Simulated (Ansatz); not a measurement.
Reaction (ligand exchange at the Si–N bond): `N[Si]F` + HBr → `F[Si]Br` + NH₃

Computed with Ansatz on PBE0-D4/def2-TZVP structures; ΔE is electronic, products minus reactants. CBS: MP2 limit from def2 TZ/QZ plus the TZ coupled-cluster correction, frozen cores. This one scheme is used for every species. Functionals use def2-TZVPP. For Br outer-core shells are correlated without core-valence functions, which leaves a few kJ/mol of doubt a bond. Scalar relativity is left out up to krypton. Each species was taken in one conformer, which may not be the lowest.

`N[Si]F`:

Cartesian coordinates in Å:
```
N -0.256 -0.252 -0.476
Si -0.403 0.263 1.140
F 1.099 0.839 1.346
H 0.580 -0.168 -1.037
H -1.020 -0.682 -0.973
```

HBr:

Cartesian coordinates in Å:
```
Br -0.305 0.489 -0.415
H 0.305 -0.489 0.415
```

`F[Si]Br`:

Cartesian coordinates in Å:
```
F 0.267 -0.621 1.245
Si -0.802 0.020 0.237
Br 0.535 0.601 -1.482
```

NH₃:

Z-matrix (Å, degrees):
```
N
H 1 1.013
H 1 1.013 2 107.1
H 1 1.013 2 107.1 3 -114.5
```

Q: Is it downhill or uphill in electronic energy at CCSD(T)/CBS, and by how much? (Best estimate.)

A: The calculation gave: Downhill: ΔE = -19.7 kJ/mol.

Q: What do these levels give: PBE-D4, PBE0-D4, PBE-QIDH, PBE0, LC-ωPBE, MP2/CBS(def2)? (Estimate.)

A: The calculation gave: PBE-D4 -26.8, PBE0-D4 -23.6, PBE-QIDH -19.4, PBE0 -23.2, LC-ωPBE -12.3, MP2/CBS(def2) -22.2 kJ/mol.

Q: What do rigid-rotor, harmonic-oscillator terms from PBE0-D4/def2-TZVP frequencies (298.15 K, 1 bar) make of the CCSD(T)/CBS value? (Best estimate.)

A: The calculation gave: ΔZPE = +8.3 kJ/mol, ΔH = -10.5 kJ/mol, ΔS = 11 J/(mol·K), ΔG = -13.8 kJ/mol.

Largest T1 diagnostic among the species: 0.014.

From BLYP to BHLYP (50 % exact exchange), in def2-TZVPP and without D4, ΔE moves by +6.7 kJ/mol. At CCSD(T), def2-SVP lies +11.5 kJ/mol from the extrapolated value and def2-TZVPP +4.6 kJ/mol. Leaving LDA and LC-ωPBE aside and taking each functional with its dispersion term where it has one, the values, not all of them listed here, spread over 14.3 kJ/mol, from PBE-D4 to CAM-B3LYP-D4. LDA lies +11.1 kJ/mol from PBE without D4.
